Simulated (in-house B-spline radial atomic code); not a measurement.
RPA and G0W0 on B3LYP (VWN-RPA): In2+

Configuration [Kr] 4d10 5s1, highest spin, mean-field start B3LYP (VWN-RPA). Computed with an all-electron radial atomic-structure program (B-spline basis): all electrons, scalar-relativistic (spin-free one-electron X2C), finite nucleus, each spin shell either full or empty, empty states to l = 9 with an (l + 1/2)⁻⁴ tail; G0W0 by contour deformation at full frequency.

RPA overbinds a lone outer s electron by self-correlation, and G0W0 tends to as well.

Command:
```bash
python run_gw.py task.json out
```
Settings (radii: box in bohr, nucleus in fm):
```
Z                        49
electrons                47
configuration            [Kr] 4d10 5s1
hamiltonian              x2c
method                   b3lyp
lmax                     9
rms_radius               4.6156
spin_polarised           True
box_radius               17.55
intervals                69
ion_configuration        [Kr] 4d10
```

Run time, properties included: 8.7 s on 1 thread of Arm Neoverse V2, on a shared host.

Energies (hartree):

| term | value |
| --- | --- |
| mean-field total | -5880.17448 |
| Hartree-Fock functional on these orbitals | -5877.47850 |
| direct second order | -4.1519 |
| second-order exchange | 1.154 |
| SOSEX correction | 1.0723 |

(1) What is the RPA correlation energy, and what remains with SOSEX?

Quasi-particle levels (eV):

```tsv
level	occupied	mean field	Σx - vxc	Σc	QP weight	G0W0
5s up	yes	-25.002	-1.93	?	?	?
4d down	yes	-38.38	-6.81	0.78	0.909	-44.41
4d up	yes	-38.60	-6.87	0.78	0.891	-44.70
5s down	no	-22.403	5.84	-2.59	0.939	-19.153
```

G0W0 = mean field + (Σx - vxc) + Σc, with Σc (partial-wave tail included) taken at the quasi-particle energy. Only the outer levels were computed. Levels of low weight are left out.

(2) Where does G0W0 put 5s up?

(3) What does it cost to remove one electron (to [Kr] 4d10) by differences of total energies, each species on its own start (correlation terms add to the Hartree-Fock functional)?

Results:

(1) RPA gives -3.6447 hartree (-2.11 eV per electron); RPA + SOSEX gives -2.5724, and the second-order doubles -2.9979 hartree (no singles). SOSEX takes back 29 % of the RPA value.

(2) At -28.718 eV, with Σc = -1.78 eV and a quasi-particle weight of 0.957. The tabulated removal energy is 28.044 eV (NIST, measured); the calculation leaves out spin-orbit coupling, Breit and QED terms, and what these don't explain is the method's own error.

(3) B3LYP (VWN-RPA) 28.596 eV, Hartree-Fock functional 26.571 eV, + RPA 28.532 eV, + RPA + SOSEX 27.866 eV, + second order 28.859 eV. Tabulated: 28.044 eV (NIST, measured); the calculation leaves out spin-orbit coupling, Breit and QED terms, and what these don't explain is the method's own error.
